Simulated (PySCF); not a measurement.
## Bond length, frequency and bond energy of CaP by level of theory

State: ²Π (doublet), unpaired electrons π ↑. Set-up: PySCF, no relativity, basis sets Ca 6-31G(d,p), P 6-31G(d,p). De refers to Ca + P in their high-spin ground configurations, without counterpoise correction. The functionals are run spin-unrestricted. A positive dipole means Ca(−)P(+). Levels whose curve was spin-contaminated or gave no clean fit are not listed.

```tsv
Level	Re (Å)	ωe (cm⁻¹)	De (eV)	μ (D)
ROHF	2.588	339	-1.03	-10.39
ROHF-MP2	2.623	340	0.045	n/a
ROHF-SCS-MP2	2.637	329	-0.014	n/a
ROHF-CCSD	2.644	311	-0.007	n/a
ROHF-CCSD(T)	2.636	325	0.235	n/a
PBE	2.506	367	1.72	-7.27
BP86	2.507	366	1.76	-7.20
M06-L	2.484	397	1.56	-8.35
TPSSh	2.506	369	1.55	-7.86
```

(1) Which functional lies closest to ROHF-CCSD(T) in De, which farthest, and by how much do they differ from it?

(2) What does second-order correlation do here, going from ROHF to ROHF-MP2?

(3) What does all correlation do here, going from ROHF to ROHF-CCSD(T)?

Correlated steps freeze 10 core orbitals. Correlated levels converge slowly with the basis: in double zeta they bind strong bonds too weakly, by up to about 1 eV, and carry superposition errors of some tenths. The CCSD T1 diagnostic is raised, a sign that a single reference may not be enough here. UHF is strongly spin-contaminated for CaP, so the ROHF reference used there is far from stable. A negative De means that the minimum lies above the separated atoms at that level. The state is the lowest determinant that a PBE0 search found; another state may lie lower at other levels.

## Answers

(1) Closest is TPSSh (-13.0 pm in Re, +13.5 % in ωe, +1.31 eV in De against ROHF-CCSD(T) in the same basis), farthest BP86 (-12.9 pm in Re, +12.6 % in ωe, +1.52 eV in De). CCSD(T) converges more slowly with the basis than the functionals do and binds too weakly in this one, so the order can change at the basis-set limit.

(2) ROHF-MP2 less ROHF: +3.5 pm in Re, +0.3 % in ωe, +1.07 eV in De. Correlation nearly always deepens the well. The bond lengthens, as in strong covalent bonds, where excitations into antibonding orbitals dominate.

(3) ROHF-CCSD(T) less ROHF: +4.8 pm in Re, -4.1 % in ωe, +1.27 eV in De. Correlation nearly always deepens the well. The bond lengthens, as in strong covalent bonds, where excitations into antibonding orbitals dominate.
